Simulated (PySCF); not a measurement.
## Removal energies of P(5+) from EOM-IP-GCCSD

Reference: closed-shell P(5+), [Ne]; one electron is removed. Calculated with PySCF 2.14, two-component X2C-1e with screened spin-orbit coupling, an even-tempered Gaussian basis (19 s from 0.079 bohr⁻², ratio 2.6; 13 p from 0.1 bohr⁻², ratio 2.6; 7 d from 0.11 bohr⁻², ratio 2.8; 3 f from 7.9 bohr⁻², ratio 2.8); frozen 1s2; the 50 highest virtual spinors dropped; of the others 44 kept and the rest restored at second order. No Breit or QED terms. Binding energies in eV.

| level | Koopmans | second order | EOM-CCSD |
| --- | --- | --- | --- |
| 2s1/2 | 280.07 | 276.24 | 276.52 |
| 2p1/2 | 222.97 | 220.59 | 221.00 |
| 2p3/2 | 221.97 | 219.64 | 220.04 |

For comparison, the ionisation energy of P(5+) is 220.43 eV (semi-empirical (NIST evaluation); NIST Atomic Spectra Database, ionization energies).

The screened spin-orbit operator tends to give fine-structure splittings of light species too large.
